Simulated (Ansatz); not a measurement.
One change: `FB([SiH3])[SeH]` becomes `CNB(F)[SiH3]`.

Ansatz, PBE0-D4/def2-TZVP geometries, multiplicity 1. Each molecule was computed in one conformer, which needn't be the lowest.

Scalar relativity is left out up to krypton. Spin–orbit coupling is left out; it splits and shifts lone-pair levels of the heavy atoms by tenths of an eV.

| property | `FB([SiH3])[SeH]` |
| --- | --- |
| size of the dipole moment (ωB97M-V/def2-TZVPP) / D | 0.46 |
| HOMO energy (PBE0/def2-TZVPP) / eV | -7.85 |
| size of the dipole moment (PBE/def2-TZVPP) / D | 0.64 |
| HOMO energy (B3LYP/def2-TZVPP) / eV | -7.61 |
| HOMO energy (ωB97M-V/def2-TZVPP) / eV | -9.97 |
| LUMO energy (PBE0/def2-TZVPP) / eV | -1.49 |

Question: What does the change do to each property? (Estimate.)

Answer: Ansatz gave: 
```json
{"property": "size of the dipole moment (ωB97M-V/def2-TZVPP) / D", "`CNB(F)[SiH3]`": "2.74", "shift": "2.28"}
{"property": "HOMO energy (PBE0/def2-TZVPP) / eV", "`CNB(F)[SiH3]`": "-7.93", "shift": "-0.08"}
{"property": "size of the dipole moment (PBE/def2-TZVPP) / D", "`CNB(F)[SiH3]`": "2.78", "shift": "2.14"}
{"property": "HOMO energy (B3LYP/def2-TZVPP) / eV", "`CNB(F)[SiH3]`": "-7.70", "shift": "-0.09"}
{"property": "HOMO energy (ωB97M-V/def2-TZVPP) / eV", "`CNB(F)[SiH3]`": "-10.26", "shift": "-0.29"}
{"property": "LUMO energy (PBE0/def2-TZVPP) / eV", "`CNB(F)[SiH3]`": "-0.19", "shift": "1.30"}
```

With PBE0 the HOMO falls by 0.08 eV and the LUMO rises by 1.30 eV, so the gap widens by about 1.38 eV. PBE moves the HOMO by 0.16 eV and ωB97M-V by -0.29 eV. Dipoles are sizes alone; their direction can turn.

B3LYP here is the variant with VWN-RPA as its local correlation; programs differ in this.
